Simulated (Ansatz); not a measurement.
Reactions of F2H5NO2Si2, SMILES `O[Si](O)(F)N[SiH2]F`.

Calculated with Ansatz (gas phase, PBE0-D4/def2-TZVP geometries, no zero-point term in ΔE). CCSD(T)/CBS is the MP2 limit (def2-TZVPP, def2-QZVPP) plus CCSD(T) − MP2 in def2-TZVPP, frozen cores. This one scheme is used for every species. Functionals use def2-TZVPP. B3LYP here is the variant with VWN-RPA as its local correlation; programs differ in this. Each species was taken in one conformer, which may not be the lowest.

```
                                                                       reaction  B3LYP-D4 (kcal/mol)  ωB97M-V (kcal/mol)  HF/CBS(def2) (kcal/mol)  B2PLYP (kcal/mol)
                  `O[Si](O)(F)N[SiH2]F` + `C=N` → `C=N[SiH2]F` + `N[Si](O)(O)F`                  5.5                 6.0                      5.3                5.2
`O[Si](O)(F)N[SiH2]F` + `CN[SiH](O)O` → `CN([SiH2]F)[SiH](O)O` + `N[Si](O)(O)F`                  1.0                 0.5                      3.6                1.5
                         `O[Si](O)(F)N[SiH2]F` + H₂ → `O[SiH](O)F` + `N[SiH2]F`                 14.2                14.2                     10.6               12.2
        `O[Si](O)(F)N[SiH2]F` + `O[SiH2]S` → `O[SiH2]S[SiH2]F` + `N[Si](O)(O)F`                  2.4                 2.1                      4.8                2.6
  `O[Si](O)(F)N[SiH2]F` + `CO[SiH](F)S` → `CO[SiH](F)S[SiH2]F` + `N[Si](O)(O)F`                  1.5                 1.5                      4.9                2.3
                      `O[Si](O)(F)N[SiH2]F` + H–F → `O[Si](O)(F)F` + `N[SiH2]F`                -17.7               -18.1                    -22.6              -19.7
                  `O[Si](O)(F)N[SiH2]F` + `BCS` → `BCS[SiH2]F` + `N[Si](O)(O)F`                  2.4                 2.4                      4.6                2.3
```

Task: Give the CCSD(T)/CBS values in the same order. (Estimate.)

Result: Computed: 6.3, 0.7, 14.3, 1.9, 1.3, -17.3, 2.2 kcal/mol.

Largest T1 diagnostic: 0.013, for `C=N[SiH2]F`.
